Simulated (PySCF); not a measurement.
Species: `CCOc1cc[n+]([O-])cc1`. The columns A, B, C and D hold Mulliken, IAO, Hirshfeld and ESP-fitted charges (e) of one PBE0/pcSseg-1 density (PySCF), in a shuffled order. Coordinates in Å (GFN2-xTB); the density's dipole moment is (5.11, -0.53, 1.64) D.

```csv
atom,x,y,z,A,B,C,D
C1,2.759,0.469,0.027,-0.332,-0.304,-0.122,-0.437
C2,1.993,-0.419,1.003,+0.314,-0.006,+0.016,-0.051
O3,0.972,-1.172,0.374,-0.431,-0.485,-0.103,-0.327
C4,-0.204,-0.581,0.059,+0.417,+0.280,+0.071,+0.193
C5,-0.573,0.737,0.325,-0.336,-0.260,-0.072,-0.220
C6,-1.822,1.189,-0.038,-0.200,+0.270,-0.001,-0.081
N7,-2.732,0.403,-0.653,+0.524,-0.164,+0.110,+0.281
O8,-3.865,0.846,-0.971,-0.567,-0.471,-0.321,-0.544
C9,-2.382,-0.880,-0.918,-0.158,+0.265,+0.003,-0.081
C10,-1.155,-1.385,-0.581,-0.337,-0.220,-0.063,-0.183
H11,2.107,1.212,-0.424,+0.085,+0.128,+0.040,+0.145
H12,3.187,-0.139,-0.766,+0.114,+0.130,+0.047,+0.154
H13,3.563,0.977,0.553,+0.084,+0.123,+0.051,+0.152
H14,1.580,0.172,1.830,-0.019,+0.116,+0.041,+0.126
H15,2.664,-1.174,1.420,+0.042,+0.134,+0.053,+0.161
H16,0.091,1.430,0.814,+0.220,+0.121,+0.055,+0.163
H17,-2.143,2.202,0.151,+0.186,+0.113,+0.066,+0.185
H18,-3.141,-1.468,-1.411,+0.181,+0.116,+0.067,+0.186
H19,-0.909,-2.410,-0.804,+0.213,+0.115,+0.062,+0.179
```

Which column most likely holds the ESP-fitted charges?

A. Σ q r misses the density's dipole by 0.05 D (A), 0.64 D (D), 1.04 D (B), 1.15 D (C). Charges fitted to the outside potential are the only set here that is tied to the molecule's multipoles.

And the Hirshfeld charges?

C. The mean sizes are 0.072 e (C), 0.201 e (B), 0.203 e (D), 0.251 e (A), and Hirshfeld charges are commonly the smallest of these schemes.

As computed, A = ESP-fitted, B = Mulliken, C = Hirshfeld, D = IAO. Hydrogens on carbon: ESP-fitted -0.02 to +0.22, Mulliken +0.11 to +0.13, Hirshfeld +0.04 to +0.07, IAO +0.13 to +0.19 e.

The ESP scheme fits charges at the nuclei, held to the total charge, to the electrostatic potential on points at 1.4 to 2.0 times the van der Waals radii. The IAO scheme counts the electrons in orthogonalised intrinsic atomic orbitals, a minimal basis polarised so that it spans the occupied orbitals exactly.

The structure is a single GFN2-xTB conformer in the gas phase; no vibrational or solvent corrections.

The run behind these numbers computed NMR shieldings as well. Time: 89 s; peak memory 0.95 GiB. Hardware: one thread, Arm Neoverse N1 (aarch64), shared host with 64 logical CPUs at a one-minute load of 53.

Conformer computed: `[CH3:1][CH2:2][O:3][c:4]1[cH:5][cH:6][n+:7]([O-:8])[cH:9][cH:10]1`: C1–C2–O3–C4 -79°, C2–O3–C4–C5 -2°.
